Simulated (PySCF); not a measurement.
An excited-state job on [Ag(OH)4]-, `[OH][Ag-]([OH])([OH])[OH]`.

Method: TDDFT wB97X-D/def2-SVPD, vertical, gas phase, core orbitals frozen in the response, def2 core potentials past Kr (PySCF 2.14.0, density-fitted response routines). Geometry: PBE0-D3(BJ)/def2-SVP. The input is one job of a driver script: a line of settings, then coordinates in Å.

Input:
```
{"job": {"kind": "uv", "xc": "wB97X-D", "basis": "def2-SVPD", "ip": false, "nstates": 10}, "charge": -1, "multiplicity": 1}
Ag    -0.000324    -0.000430     0.002835
O      1.931864     0.408418    -0.053640
H      2.276249    -0.494195    -0.066664
O     -0.402919     1.934126     0.009579
H      0.500181     2.276167    -0.020831
O     -1.932924    -0.407567     0.057810
H     -2.276883     0.495305     0.061022
O      0.403941    -1.934552    -0.005364
H     -0.499175    -2.277271     0.015252
```

Task: Estimate the output.

Result: 
```
coarse grid: 38816 points
cycle   1  E = -448.8397898064  dE = -1.185e+01  |g| = 2.058e+00  |ddm| = 5.481e+00
cycle   2  E = -427.7870802503  dE =  2.105e+01  |g| = 6.371e+00  |ddm| = 2.111e+02
cycle   3  E = -449.4941557262  dE = -2.171e+01  |g| = 1.411e+00  |ddm| = 2.111e+02
cycle   4  E = -449.8577055494  dE = -3.635e-01  |g| = 7.057e-01  |ddm| = 1.178e+00
cycle   5  E = -449.9952124040  dE = -1.375e-01  |g| = 1.511e-01  |ddm| = 7.704e-01
cycle   6  E = -450.0010449461  dE = -5.833e-03  |g| = 1.982e-02  |ddm| = 1.825e-01
cycle   7  E = -450.0012363897  dE = -1.914e-04  |g| = 4.431e-03  |ddm| = 4.133e-02
cycle   8  E = -450.0012516058  dE = -1.522e-05  |g| = 3.750e-03  |ddm| = 1.324e-02
cycle   9  E = -450.0012555031  dE = -3.897e-06  |g| = 1.461e-03  |ddm| = 4.195e-03
final grid: 80760 points
cycle  10  E = -449.9989880206  dE = -1.390e-05  |g| = 1.654e-03  |ddm| = 2.734e-02
cycle  11  E = -449.9989878626  dE =  1.580e-07  |g| = 2.431e-03  |ddm| = 3.884e-03
cycle  12  E = -449.9989890061  dE = -1.144e-06  |g| = 3.204e-04  |ddm| = 1.978e-03
cycle  13  E = -449.9989890972  dE = -9.106e-08  |g| = 2.044e-04  |ddm| = 8.508e-04
cycle  14  E = -449.9989891311  dE = -3.386e-08  |g| = 7.223e-05  |ddm| = 5.298e-04
cycle  15  E = -449.9989891395  dE = -8.431e-09  |g| = 5.724e-05  |ddm| = 3.234e-04
cycle  16  E = -449.9989891409  dE = -1.442e-09  |g| = 1.715e-05  |ddm| = 1.286e-04
cycle  17  E = -449.9989891411  dE = -1.305e-10  |g| = 2.249e-06  |ddm| = 3.869e-05
converged SCF energy = -449.9989891411

Static polarisability (au): isotropic 73.799, principal 47.360 86.907 87.129

Singlet excitations
state   eV       nm        f      main configurations
  1   2.8241    439.0   0.00000   H->L 0.96
  2   2.8270    438.6   0.00000   H-1->L 0.96
  3   3.5337    350.9   0.00096   H-2->L 0.99
  4   4.3648    284.1   0.00000   H-5->L 0.99
  5   4.4044    281.5   0.00000   H-6->L 0.84, H-8->L 0.10
  6   4.5710    271.2   0.00001   H-7->L 0.92
  7   5.2063    238.1   0.37153   H-3->L 0.89
  8   5.2130    237.8   0.37130   H-4->L 0.89
  9   6.0053    206.5   0.00001   H->L+1 0.84
 10   6.0074    206.4   0.00001   H-1->L+1 0.84

Triplet excitations (Tamm-Dancoff, eV): 2.3810 2.3839 3.2121 3.3341
```

The SCF starts on a coarse grid where the log names one; the energy can jump when the final grid takes over, and dE then counts from the start density on the new grid. H and L stand for HOMO and LUMO; the number after each pair is its weight.

Task: Give the mean polarisability as a volume in Å³, and the ratio of the largest to the smallest principal value.

Result: 73.799 au × 0.148185 = 10.94 Å³; 87.129/47.360 = 1.84.

Task: Give S1 in cm⁻¹ and kJ/mol.

Result: 2.8241 eV × 8065.54 = 22778 cm⁻¹; × 96.485 = 272.5 kJ/mol.

In short: HOMO -4.92 eV, LUMO 3.27 eV; lowest singlet 2.82 eV; lowest triplet 2.38 eV (Tamm–Dancoff); mean polarisability 73.8 au.

Atoms past krypton carry effective core potentials; spin–orbit coupling is left out. The geometry's basis has no diffuse functions, a weakness for an anion.

The run took 23 s on one thread of an Arm Neoverse V1, on a shared host.
Labels such as C1 count atoms from 1, the log's own numbers from 0.

wB97X-D is run here without its empirical dispersion term; that term would change no orbital, density or response property at a fixed geometry.
